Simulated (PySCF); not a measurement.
## ZnH under electron impact: the energy ladder

PBE in PySCF with def2-TZVPPD on every atom, for the lowest determinant that a PBE0 search found; no spin–orbit coupling.

| species | state (unpaired electrons) | Re (Å) | ωe (cm⁻¹) | energy of the minimum from the neutral (eV) | De (eV) | dissociates to |
| --- | --- | --- | --- | --- | --- | --- |
| ZnH | doublet (σ ↑) | 1.621 | 1491 | 0.00 | 0.99 | Zn + H |
| ZnH⁺ | singlet (closed shell) | 1.535 | 1853 | 7.87 | 2.51 | Zn⁺ + H |

Question: Work out the lowest energy to break ZnH into atoms, from its vibrational ground state.

Answer: D0 = De − ωe/2 = 0.99 − 0.09 = 0.90 eV (PBE/def2-TZVPPD).

Question: Work out the ionisation energy of the Zn atom at this level and the threshold of dissociative ionisation.

Answer: IE(Zn) = 7.87 + 2.51 − 0.99 = 9.39 eV, so Zn⁺ + H + e⁻ appears at D0 + IE(Zn) = 10.29 eV (PBE/def2-TZVPPD). The measured IE(Zn) is 9.394 eV (NIST ASD).

These are thermodynamic thresholds; the onsets seen under electron impact lie higher where the geometry changes, and cross-sections peak well above them.

For an ion De counts to the pair picked by the measured ionisation energies or electron affinities, which need not be the lowest pair at this level. States were picked by a PBE0 search and need not be the measured ground states.
